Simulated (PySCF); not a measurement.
**Radial density of Ti⁺ (titanium, charge +1)**

UHF, [Ar] 3d1 4s1 4p1, one real determinant (an excited configuration). All numbers are calculated (PySCF 2.14, scalar relativity by spin-free X2C-1e, in aug-cc-pwCVTZ-DK (10s9p7d4f3g, 127 functions)).

```json
{"r (bohr)": "0.00124", "4πr²ρ (e/bohr)": "0.1784", "4πr²(ρα − ρβ)": "0.0001"}
{"r (bohr)": "0.00209", "4πr²ρ (e/bohr)": "0.4562", "4πr²(ρα − ρβ)": "0.0002"}
{"r (bohr)": "0.00351", "4πr²ρ (e/bohr)": "1.142", "4πr²(ρα − ρβ)": "0.0006"}
{"r (bohr)": "0.00591", "4πr²ρ (e/bohr)": "2.757", "4πr²(ρα − ρβ)": "0.0014"}
{"r (bohr)": "0.00994", "4πr²ρ (e/bohr)": "6.255", "4πr²(ρα − ρβ)": "0.0032"}
{"r (bohr)": "0.0167", "4πr²ρ (e/bohr)": "12.70", "4πr²(ρα − ρβ)": "0.0063"}
{"r (bohr)": "0.0281", "4πr²ρ (e/bohr)": "21.31", "4πr²(ρα − ρβ)": "0.0099"}
{"r (bohr)": "0.0473", "4πr²ρ (e/bohr)": "26.20", "4πr²(ρα − ρβ)": "0.0098"}
{"r (bohr)": "0.0795", "4πr²ρ (e/bohr)": "21.83", "4πr²(ρα − ρβ)": "0.0065"}
{"r (bohr)": "0.134", "4πr²ρ (e/bohr)": "20.82", "4πr²(ρα − ρβ)": "0.0276"}
{"r (bohr)": "0.225", "4πr²ρ (e/bohr)": "28.18", "4πr²(ρα − ρβ)": "0.0814"}
{"r (bohr)": "0.379", "4πr²ρ (e/bohr)": "15.64", "4πr²(ρα − ρβ)": "0.2057"}
{"r (bohr)": "0.637", "4πr²ρ (e/bohr)": "8.199", "4πr²(ρα − ρβ)": "0.7184"}
{"r (bohr)": "1.07", "4πr²ρ (e/bohr)": "8.756", "4πr²(ρα − ρβ)": "0.7845"}
{"r (bohr)": "1.80", "4πr²ρ (e/bohr)": "1.966", "4πr²(ρα − ρβ)": "0.6107"}
{"r (bohr)": "3.03", "4πr²ρ (e/bohr)": "0.7934", "4πr²(ρα − ρβ)": "0.7740"}
{"r (bohr)": "5.10", "4πr²ρ (e/bohr)": "0.1783", "4πr²(ρα − ρβ)": "0.1783"}
{"r (bohr)": "8.57", "4πr²ρ (e/bohr)": "0.002541", "4πr²(ρα − ρβ)": "0.0025"}
```

Densities and radii are taken from the X2C orbitals without a picture-change correction, which distorts them close to the nucleus.

⟨L²⟩ = 8.29 against 12 for a pure F term, so this real determinant mixes terms.
